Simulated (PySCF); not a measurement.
A structure optimised at B3LYP-D3(BJ)/def2-SVP, used in a PySCF frequency run:

```xyz
11

Si     1.0482    -0.6456     0.8430
Cl     1.5323    -0.6438    -1.1915
O     -0.1151     0.4786     1.1266
Si    -1.4356     1.1100     0.2884
N     -2.1137     0.0209    -0.8560
H      2.2713    -0.2980     1.6016
H      0.5730    -2.0130     1.1702
H     -0.9569     2.3197    -0.4245
H     -2.4658     1.4172     1.3099
H     -1.5988    -0.2274    -1.6958
H     -2.7317    -0.7303    -0.5662
```
Charge 0, spin multiplicity 1.

**Question.** Write its SMILES and formula.

**Answer.** N[SiH2]O[SiH2]Cl, ClH₆NOSi₂

**Question.** What are its rotational constants (standard atomic weights)?

**Answer.** 3.7339, 1.5042, 1.2006 GHz
